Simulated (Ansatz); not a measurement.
Single points on the cluster Ru3.

```yaml
crystal:
  periodic: [false, false, false]
  atoms:
    - {symbol: Ru, position_ang: [-0.349899, -0.173715, 0.007750]}
    - {symbol: Ru, position_ang: [-2.599264, 0.057756, -0.120296]}
    - {symbol: Ru, position_ang: [-1.687937, -1.992141, 0.189647]}
basis:
  gaussian: {orbitals: def2-TZVP, initial_orbitals: start.molden}
hamiltonian: {xc: {text: "exchange = 0.50*pbe_x + 0.50*exact_x\ncorrelation = pbe_c"}}
scf: {omitted_lower_state_checks: [starts]}
output: {orbitals: {seedname: orbitals}}
```

The file start.molden holds the orbitals of an earlier run on this structure, at another level or in another basis.

```sh
$ ansatz run in.yaml --threads 4 --pin off --events-out ev --progress --plain --max-ram 3916MiB
```

Shortened log:

```
Functional definition: unnamed
1335 factors; their error is unknown
mean field evaluation 1: about -7735.2170 eV, gradient 6.4e0 eV
mean field evaluation 2: about -7735.3955 eV, gradient 2.9e-1 eV
mean field evaluation 4: about -7735.4795 eV, gradient 1.3e-1 eV
mean field evaluation 8: about -7735.4795 eV, gradient 2.6e-4 eV
mean field -7735.47949094 eV, -284.2736279959 hartree, gradient 6.8e-6 eV, S^2 0.000000; 0 other end points of the search recorded, 0 dependent functions left out
reference -7735.47951081 eV, -284.2736287261 hartree; 24, 24 occupied and 96, 96 virtual orbitals, 1335 factors
Total energy: -7735.47951081 eV, -284.2736287261 hartree
Checks for a lower state left out: starts
```

Run time 4.2 s (4 threads of Arm Neoverse V2 on a shared host).

Geometry: r2SCAN-D4/def2-TZVP.

In the def2 sets Ru takes a core potential; there is no spin–orbit coupling. The restricted singlet is unstable towards broken spin symmetry at other levels; at PBE with 50 % exact exchange/def2-TZVP this wasn't settled. At PBE0-D4/def2-TZVP a triplet of charge 0 lies 2.04 eV below the restricted singlet, each at its own geometry. The structure comes from a short search, and lower isomers may exist.
